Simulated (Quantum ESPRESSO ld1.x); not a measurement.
The run below uses ld1.x (Quantum ESPRESSO 7.5).

```
 &input
    zed=68.0,
    iswitch=1,
    rel=1,
    dft='REVPBE',
    config='[Ar] 3d10 4s2 4p1',
    verbosity='high',
    prefix='ld1',
    max_out_wfc=37,
    file_charge='ld1.rho',
 /
```

Command: `OMP_NUM_THREADS=1 ld1.x < ld1.in > ld1.out`

Standard output:

```
     Program LD1 v.7.5 starts

     --------------------------- All-electron run ----------------------------

     scalar relativistic calculation

     atomic number is 68.00
     dft =REVPBE   lsd =0 sic =0 latt =0  beta=0.20 tr2=1.0E-14
     Exchange-correlation= REVPBE
                           (   1   4   4   4   0   0   0)
     mesh =2105 r(mesh) = 100.73490 a.u. xmin = -8.00 dx = 0.00800
     1 Ry =  13.60569312 eV, c = 137.03599908

     n l     nl                  e(Ry)          e(Ha)          e(eV)
     1 0     1S 1( 2.00)   -4335.906662542   -2167.953331271 -58993.0154605
     2 0     2S 1( 2.00)    -825.264911940    -412.632455970 -11228.3011370
     2 1     2P 1( 6.00)    -743.634300348    -371.817150174 -10117.6600863
     3 0     3S 1( 2.00)    -270.019337528    -135.009668764  -3673.8002437
     3 1     3P 1( 6.00)    -245.109374708    -122.554687354  -3334.8829338
     3 2     3D 1(10.00)    -214.848357478    -107.424178739  -2923.1608198
     4 0     4S 1( 2.00)    -127.878580703     -63.939290351  -1739.8767260
     4 1     4P 1( 1.00)    -118.471669110     -59.235834555  -1611.8891737

     final scf error:  1.5E-16 reached in  26 iterations

     Etot =  -24532.436588 Ry,  -12266.218294 Ha, -333780.803775 eV

     Ekin =   26731.296825 Ry,   13365.648413 Ha,  363697.821387 eV
     Encl =  -56173.590473 Ry,  -28086.795237 Ha, -764280.633593 eV
     Eh   =    5346.540890 Ry,    2673.270445 Ha,   72743.394613 eV
     Exc  =    -436.683830 Ry,    -218.341915 Ha,   -5941.386182 eV

     normalization and overlap integrals

     s(1S/1S) =  1.000000  <r> =   0.0204  <r2> =    0.0006  r(max) =   0.0128
     s(1S/2S) = -0.026386
     s(1S/3S) = -0.011667
     s(1S/4S) = -0.006506
     s(2S/2S) =  1.000000  <r> =   0.0863  <r2> =    0.0088  r(max) =   0.0734
     s(2S/3S) = -0.007383
     s(2S/4S) = -0.003916
     s(2P/2P) =  1.000000  <r> =   0.0766  <r2> =    0.0072  r(max) =   0.0596
     s(2P/3P) = -0.005917
     s(2P/4P) = -0.003060
     s(3S/3S) =  1.000000  <r> =   0.2218  <r2> =    0.0561  r(max) =   0.2061
     s(3S/4S) = -0.002827
     s(3P/3P) =  1.000000  <r> =   0.2201  <r2> =    0.0560  r(max) =   0.2012
     s(3P/4P) = -0.002487
     s(3D/3D) =  1.000000  <r> =   0.1985  <r2> =    0.0460  r(max) =   0.1634
     s(4S/4S) =  1.000000  <r> =   0.4467  <r2> =    0.2240  r(max) =   0.4406
     s(4P/4P) =  1.000000  <r> =   0.4568  <r2> =    0.2359  r(max) =   0.4514

     ------------------------ End of All-electron run ------------------------
```

Run on one thread of a shared host, so times are rough (Intel(R) Xeon(R) Processor @ 2.60GHz): 0.43 s of CPU time, 1.5 s wall, 26 iterations on 2105 mesh points.
